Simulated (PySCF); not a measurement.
**Basis-set dependence of excited states**

Compound: GeCl4.
InChI=1S/Cl4Ge/c1-5(2,3)4

TDDFT with PBE0 (PySCF), vertical singlets, core orbitals frozen in the response, spherical d and f functions. Geometry: PBE0-D3(BJ)/def2-SVP; no solvent, vibrations or thermal averaging. Relativistic effects, spin–orbit coupling among them, are left out although an element past zinc is present.

```json
{"basis": "6-31G*", "functions": "104", "diffuse": "no", "S1 (eV)": "5.77", "S2 (eV)": "5.78", "S3 (eV)": "5.78", "S4 (eV)": "6.48", "S5 (eV)": "6.49", "LUMO (eV)": "-2.50", "α (au)": "63.3"}
{"basis": "def2-SVP", "functions": "104", "diffuse": "no", "S1 (eV)": "5.95", "S2 (eV)": "5.95", "S3 (eV)": "5.95", "S4 (eV)": "6.65", "S5 (eV)": "6.66", "LUMO (eV)": "-2.15", "α (au)": "58.7"}
{"basis": "aug-cc-pVDZ", "functions": "144", "diffuse": "yes", "S1 (eV)": "5.73", "S2 (eV)": "5.73", "S3 (eV)": "5.73", "S4 (eV)": "6.41", "S5 (eV)": "6.42", "LUMO (eV)": "-2.56", "α (au)": "82.2"}
{"basis": "def2-SVPD", "functions": "146", "diffuse": "yes", "S1 (eV)": "5.77", "S2 (eV)": "5.77", "S3 (eV)": "5.78", "S4 (eV)": "6.46", "S5 (eV)": "6.47", "LUMO (eV)": "-2.61", "α (au)": "83.0"}
{"basis": "def2-TZVP", "functions": "196", "diffuse": "no", "S1 (eV)": "5.89", "S2 (eV)": "5.90", "S3 (eV)": "5.90", "S4 (eV)": "6.56", "S5 (eV)": "6.56", "LUMO (eV)": "-2.34", "α (au)": "73.8"}
{"basis": "def2-TZVPD", "functions": "238", "diffuse": "yes", "S1 (eV)": "5.84", "S2 (eV)": "5.84", "S3 (eV)": "5.84", "S4 (eV)": "6.49", "S5 (eV)": "6.50", "LUMO (eV)": "-2.44", "α (au)": "84.0"}
{"basis": "aug-cc-pVTZ", "functions": "259", "diffuse": "yes", "S1 (eV)": "5.85", "S2 (eV)": "5.85", "S3 (eV)": "5.85", "S4 (eV)": "6.51", "S5 (eV)": "6.51", "LUMO (eV)": "-2.44", "α (au)": "83.7"}
```

Task: How much do these states and the polarisability depend on the basis?

Result: States are compared by their number. Against the largest diffuse basis here (aug-cc-pVTZ, itself not a converged limit), sets without diffuse functions differ by up to 0.10 eV in S1 and 0.14 eV in S5; the smaller diffuse sets differ by up to 0.12 and 0.10 eV. State by state, the largest deviation of a set without diffuse functions is S1 0.10, S2 0.10, S3 0.10, S4 0.14, S5 0.14 eV. The same number needn't mean the same state in each row. Against aug-cc-pVTZ the polarisability deviates by -24% in 6-31G*, -30% in def2-SVP, -2% in aug-cc-pVDZ, -1% in def2-SVPD, -12% in def2-TZVP, 0% in def2-TZVPD.
